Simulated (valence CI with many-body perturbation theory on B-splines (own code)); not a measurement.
Level structure of Tl⁴¹⁺

Computed by relativistic CI+MBPT: four valence electrons over a frozen Dirac-Fock core [Kr], radial functions for each j: 9 s, 9 p, 10 d, 8 f, 5 g, 3 h, 1 i, with the one-electron correlation potential Σ1 (screened to all orders), the two-electron term Σ2, the three-electron term Σ3, Breit, model QED; selected single and double excitations, second order for the rest (own B-spline code, finite nucleus).

The last digits are not significant, and no measured levels were compared; by estimate large intervals hold to a few tenths of a per cent, small ones and those within an open d or f shell to about a per cent. Only levels of the ground parity were solved; by the run's estimate the other parity begins above the list, which can be wrong where configurations are misplaced.

Levels 1 to 34 of 34, with energies above the lowest level, (4d3/2^4) J=0. "Leading %" is the weight of the configuration and term that name the level; weights of strongly mixed levels are sums over their largest components and can fall short. In the jj column 3d3/2^4 stands for four electrons in 3d with j = 3/2. Lifetimes count E1, E2, E3, M1 and M2 decay at the calculated energies, and are blank where another channel may lead or the interval is too uncertain; long ones can be off by a factor of two.

| No. | Configuration | Term | J | E (cm⁻¹) | Leading % | Second component | g | Lifetime | Leading jj |
| --- | --- | --- | --- | --- | --- | --- | --- | --- | --- |
| 1 | 4d⁴ | ³P | 0 | 0 | 60 | 26 % 4d⁴ ⁵D |  |  | 4d3/2^4 (98 %) |
| 2 | 4d⁴ | ⁵D | 1 | 205570 | 58 | 42 % 4d⁴ ³P | 1.496 | 4.62 μs | 4d3/2^3 4d5/2 (99 %) |
| 3 | 4d⁴ | ³F | 4 | 251120 | 28 | 24 % 4d⁴ ³H | 1.066 |  | 4d3/2^3 4d5/2 (99 %) |
| 4 | 4d⁴ | ⁵D | 2 | 258060 | 34 | 18 % 4d⁴ ³D | 1.209 | 422 μs | 4d3/2^3 4d5/2 (94 %) |
| 5 | 4d⁴ | ³F | 3 | 269850 | 30 | 20 % 4d⁴ ³G | 1.122 | 13.5 ms | 4d3/2^3 4d5/2 (96 %) |
| 6 | 4d⁴ | ⁵D | 0 | 443130 | 66 | 22 % 4d⁴ ¹S |  | 1.83 μs | 4d3/2^2 4d5/2^2 (98 %) |
| 7 | 4d⁴ | ⁵D | 2 | 445320 | 52 | 15 % 4d⁴ ³F | 1.280 | 2.61 μs | 4d3/2^2 4d5/2^2 (95 %) |
| 8 | 4d⁴ | ³H | 4 | 455490 | 40 | 36 % 4d⁴ ⁵D | 1.147 | 4.54 μs | 4d3/2^2 4d5/2^2 (98 %) |
| 9 | 4d⁴ | ⁵D | 3 | 459860 | 49 | 31 % 4d⁴ ³G | 1.179 | 4.59 μs | 4d3/2^2 4d5/2^2 (94 %) |
| 10 | 4d⁴ | ³H | 5 | 476710 | 67 | 33 % 4d⁴ ³G | 1.084 | 8.96 μs | 4d3/2^2 4d5/2^2 (100 %) |
| 11 | 4d⁴ | ¹I | 6 | 489660 | 53 | 47 % 4d⁴ ³H | 1.073 | 22.4 ms | 4d3/2^2 4d5/2^2 (99 %) |
| 12 | 4d⁴ | ³D | 1 | 490500 | 42 | 40 % 4d⁴ ³P | 1.075 | 4.50 μs | 4d3/2^2 4d5/2^2 (97 %) |
| 13 | 4d⁴ | ³F | 3 | 503170 | 45 | 23 % 4d⁴ ³D | 1.069 | 6.64 μs | 4d3/2^2 4d5/2^2 (98 %) |
| 14 | 4d⁴ | ³G | 4 | 506630 | 54 | 39 % 4d⁴ ¹G | 1.033 | 21.4 μs | 4d3/2^2 4d5/2^2 (98 %) |
| 15 | 4d⁴ | ³F | 2 | 511020 | 33 | 29 % 4d⁴ ³D | 1.078 | 14.6 μs | 4d3/2^2 4d5/2^2 (98 %) |
| 16 | 4d⁴ | ³F | 2 | 555180 | 51 | 29 % 4d⁴ ³P | 0.981 | 3.44 μs | 4d3/2^2 4d5/2^2 (97 %) |
| 17 | 4d⁴ | ³F | 4 | 571470 | 65 | 27 % 4d⁴ ¹G | 1.186 |  | 4d3/2^2 4d5/2^2 (97 %) |
| 18 | 4d⁴ | ¹D | 2 | 613590 | 43 | 30 % 4d⁴ ³P | 1.120 | 50.0 μs | 4d3/2^2 4d5/2^2 (95 %) |
| 19 | 4d⁴ | ³P | 0 | 667610 | 56 | 44 % 4d⁴ ¹S |  | 8.67 μs | 4d3/2^2 4d5/2^2 (85 %) |
| 20 | 4d⁴ | ⁵D | 4 | 694690 | 38 | 24 % 4d⁴ ³H | 1.167 | 2.07 μs | 4d3/2 4d5/2^3 (96 %) |
| 21 | 4d⁴ | ³F | 3 | 698130 | 42 | 31 % 4d⁴ ⁵D | 1.202 | 1.85 μs | 4d3/2 4d5/2^3 (97 %) |
| 22 | 4d⁴ | ³D | 1 | 715600 | 49 | 28 % 4d⁴ ³P | 1.002 | 1.47 μs | 4d3/2 4d5/2^3 (98 %) |
| 23 | 4d⁴ | ³G | 5 | 721750 | 66 | 33 % 4d⁴ ³H | 1.140 | 3.74 μs | 4d3/2 4d5/2^3 (100 %) |
| 24 | 4d⁴ | ³H | 6 | 725950 | 53 | 47 % 4d⁴ ¹I | 1.084 | 4.41 μs | 4d3/2 4d5/2^3 (99 %) |
| 25 | 4d⁴ | ³F | 2 | 748630 | 46 | 38 % 4d⁴ ³P | 1.064 | 2.29 μs | 4d3/2 4d5/2^3 (96 %) |
| 26 | 4d⁴ | ³D | 3 | 756040 | 36 | 31 % 4d⁴ ¹F | 1.089 | 3.09 μs | 4d3/2 4d5/2^3 (98 %) |
| 27 | 4d⁴ | ¹S | 0 | 782170 | 75 | 20 % 4d⁴ ³P |  | 4.05 μs | 4d3/2 4d5/2^3 (82 %) |
| 28 | 4d⁴ | ³P | 1 | 804990 | 88 | 9 % 4d⁴ ³D | 1.409 | 2.56 μs | 4d3/2 4d5/2^3 (98 %) |
| 29 | 4d⁴ | ³F | 3 | 805980 | 64 | 32 % 4d⁴ ¹F | 1.059 | 3.68 μs | 4d3/2 4d5/2^3 (99 %) |
| 30 | 4d⁴ | ¹G | 4 | 810940 | 65 | 23 % 4d⁴ ³F | 1.050 | 3.13 μs | 4d3/2 4d5/2^3 (98 %) |
| 31 | 4d⁴ | ¹D | 2 | 822040 | 60 | 26 % 4d⁴ ³P | 1.118 | 3.53 μs | 4d3/2 4d5/2^3 (91 %) |
| 32 | 4d⁴ | ³F | 4 | 967500 | 46 | 21 % 4d⁴ ¹G | 1.165 | 1.43 μs | 4d5/2^4 (98 %) |
| 33 | 4d⁴ | ¹D | 2 | 1001400 | 33 | 25 % 4d⁴ ³D | 1.110 | 1.39 μs | 4d5/2^4 (95 %) |
| 34 | 4d⁴ | ³P | 0 | 1088500 | 53 | 44 % 4d⁴ ¹S |  | 1.11 μs | 4d5/2^4 (93 %) |

The ionisation energy to 4d³ ⁴F3/2 of the next ion comes out as 2015.3 eV (NIST: 2014 ± 4 eV (theoretical)). All 34 levels together are meant to be complete up to 1132000 cm⁻¹.
